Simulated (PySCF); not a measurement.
AlH, neutral, multiplicity 1.

```xyz
2

Al     0.0000     0.0000    -0.1188
H      0.0000     0.0000     1.5439
```
Charge 0, spin multiplicity 1.

Coordinates come from a r2SCAN-D4/def2-TZVPD optimisation.

Method: B3LYP/pcSseg-2 run with PySCF. Non-relativistic, no solvent.

Computed absolute GIAO shielding of each atom: isotropic value and principal components (ppm):
```csv
atom,σ(iso),σ11,σ22,σ33,span
Al1,72.6,-285.2,-285.2,788.0,1073.1
H2,22.9,17.5,17.5,33.7,16.2
```
